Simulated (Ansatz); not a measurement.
`Cl[Si](Cl)(Cl)Cl` + `[SnH4]` → `Cl[Si](Cl)(Cl)[SnH3]` + HCl  (formal exchange of groups at the Si–Cl bond)

Isolated molecules relaxed with PBE0-D4/def2-TZVP in Ansatz; ΔE leaves out vibrations. CCSD(T)/CBS adds triple-zeta CCSD(T) − MP2 to the extrapolated MP2 energy (def2 sets, frozen cores). This one scheme is used for every species. DFT in def2-TZVPP. B3LYP here is the variant with VWN-RPA as its local correlation; programs differ in this. HSE06 is defined as in plane-wave codes. def2 core potentials past Kr. For Sn outer-core shells are correlated without core-valence functions, which leaves a few kJ/mol of doubt a bond.

| level | ΔE (kJ/mol) | difference from CCSD(T)/CBS |
| --- | --- | --- |
| LDA (SPW92) | 59.6 | 0.9 |
| PBE-D4 | 53.8 | -4.9 |
| BLYP-D4 | 57.3 | -1.4 |
| r2SCAN-D4 | 66.9 | 8.2 |
| PBE0-D4 | 58.8 | 0.1 |
| B3LYP-D4 | 60.7 | 2.0 |
| r2SCANh-D4 | 67.2 | 8.5 |
| r2SCAN0-D4 | 67.8 | 9.1 |
| HSE06-D4 | 58.3 | -0.4 |
| BHLYP-D4 | 64.8 | 6.1 |
| CAM-B3LYP-D4 | 67.0 | 8.3 |
| ωB97X-V | 67.4 | 8.7 |
| ωB97M-V | 69.3 | 10.6 |
| PBE-QIDH | 66.3 | 7.6 |
| PBE | 55.5 | -3.2 |
| revPBE | 54.5 | -4.2 |
| BLYP | 58.7 | 0.0 |
| r2SCAN | 67.6 | 8.9 |
| PBE0 | 60.7 | 2.0 |
| r2SCANh | 68.1 | 9.4 |
| r2SCAN0 | 68.8 | 10.1 |
| BHLYP | 70.4 | 11.7 |
| CAM-B3LYP | 69.6 | 10.9 |
| LC-ωPBE | 68.5 | 9.8 |
| RPA@PBE/def2-TZVPP | 62.4 | 3.7 |
| HF/def2-SVP | 74.4 | 15.7 |
| MP2/def2-SVP | 71.6 | 12.9 |
| CCSD/def2-SVP | 66.9 | 8.2 |
| CCSD(T)/def2-SVP | 66.0 | 7.3 |
| HF/def2-TZVPP | 77.6 | 18.9 |
| MP2/def2-TZVPP | 67.5 | 8.8 |
| SCS-MP2/def2-TZVPP | 68.5 | 9.8 |
| CCSD/def2-TZVPP | 65.0 | 6.3 |
| CCSD(T)/def2-TZVPP | 63.9 | 5.2 |
| HF/def2-QZVPP | 77.7 | 19.0 |
| MP2/def2-QZVPP | 64.5 | 5.8 |
| SCS-MP2/def2-QZVPP | 65.9 | 7.2 |
| HF/CBS(def2) | 77.8 | 19.1 |
| MP2/CBS(def2) | 62.2 | 3.5 |
| CCSD/CBS(def2) | 59.8 | 1.1 |
| CCSD(T)/CBS | 58.7 | 0 |

Largest T1 diagnostic among the species: 0.013.

In def2-TZVPP, CCSD(T) changes the Hartree–Fock value by −13.7 kJ/mol (the triples alone add −1.1 kJ/mol) and MP2 by −10.1 kJ/mol. From PBE to PBE0 (25 % exact exchange), in def2-TZVPP and without D4, ΔE moves by +5.3 kJ/mol.
